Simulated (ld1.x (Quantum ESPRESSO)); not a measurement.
## technetium (Tc): PAW pseudisation with PBEsol, scalar-relativistic reference atom.

ld1.x (Quantum ESPRESSO) 7.5 input, shortened:

```
&input
   title='Tc', zed=43., rel=1, dft='PBESOL', iswitch=3,
   config='[Kr] 4d5 4f-2 5s1.5 5p0.5'
 /
 &inputp
   pseudotype=3, lpaw=.true., tm=.true., lloc=-1, rcloc=2.45,
   nlcc=.true., new_core_ps=.true., rcore=1.15,
   which_augfun='BESSEL', rmatch_augfun=1.40
 /
8
4S  1  0   2.00   0.00  1.50  1.75  0.0
5S  2  0   1.50   0.00  1.50  1.75  0.0
4P  2  1   6.00   0.00  1.55  1.70  0.0
5P  3  1   0.50   0.00  1.55  1.70  0.0
4D  3  2   5.00   0.00  1.80  2.45  0.0
4D  3  2   0.00   4.35  1.80  2.45  0.0
4F  4  3  -2.00   0.35  1.95  2.70  0.0
4F  4  3  -2.00   1.80  1.95  2.70  0.0
 &test
   configts(1)='4s2 4p6 4d5 5s1.5 5p0.5'
 /
```

All-electron outer shells of the reference configuration (PBEsol, scalar-relativistic, ld1.x):

```tsv
shell	level (eV)	outermost node (bohr)	outermost maximum (bohr)
3p	-416.44	0.16	0.36
3d	-250.63	–	0.31
4s	-74.07	0.50	0.95
4p	-46.06	0.51	1.03
4d	-7.38	0.50	1.27
5s	-5.57	1.28	2.72
5p	-1.76	1.45	3.58
```

(1) Estimate the cutoffs (Ry, on a coarse ladder) from which the occupation-weighted sum of valence levels, in a spherical-Bessel basis at the reference potential, stays within 10 and 1 mRy of its value at 400 Ry.

(2) Does the potential have ghost states?

(3) Is the overlap operator S = 1 + Σ q|β⟩⟨β| positive definite (Bessel basis up to 400 Ry)?

(4) Tests: 4s2 4p6 4d5 5s2 5p0; 4s2 4p6 4d5 5s1 5p0; 4s2 4p6 4d5 5s0 5p0; 4s2 4p6 4d5 5s0 5p2; 4s2 4p6 4d5 5s1.5 5p0; 4s2 4p6 4d5 5s0 5p1; 4s1 4p6 4d5 5s2 5p0. Which has the largest error in its energy relative to the reference configuration, and how large is it?

## Answers

(1) 30 Ry and 50 Ry.

(2) No extra level below or beside the all-electron valence levels (s, p, d, f tested).

(3) Yes: its lowest eigenvalue is 0.13 (s channel).

(4) 4s1 4p6 4d5 5s2 5p0, with -52 meV (all-electron minus pseudo) on +78.01 eV.
